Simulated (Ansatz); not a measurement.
Cl2FH3Si2 (`F[SiH2][SiH](Cl)Cl`) from Hartree–Fock to CCSD(T)

```xyz
8

F    -0.647   -1.366   -1.791
Si    0.484   -0.712   -0.863
Si   -0.511    0.538    0.851
Cl   -1.617    2.066    0.053
Cl    1.049    1.306    1.944
H     1.326    0.183   -1.693
H     1.303   -1.807   -0.284
H    -1.387   -0.207    1.782
```

The species carries charge 0 and has multiplicity 1. The geometry is a stationary point of PBE0-D4/def2-TZVP. It is one conformer, not always the lowest. Frozen core, restricted reference, the Gaussian-basis code of Ansatz. CBS rows extrapolate triple and quadruple zeta; past MP2 they add the triple-zeta difference.

```tsv
basis	HF (Eh)	MP2 corr.
def2-SVP	-1597.64981	-0.63531
def2-TZVPP	-1598.31339	-0.86159
def2-QZVPP	-1598.36201	-0.94542
```

**Question.** Estimate the CCSD correlation energy and the (T) correction in each basis where they were run (hartree).

**Answer.** 
```json
{"basis": "def2-SVP", "CCSD corr.": "-0.68860", "(T)": "-0.01426"}
{"basis": "def2-TZVPP", "CCSD corr.": "-0.91937", "(T)": "-0.03446"}
{"basis": "CBS(def2)", "CCSD corr.": "-1.06528", "(T)": "as TZ"}
```
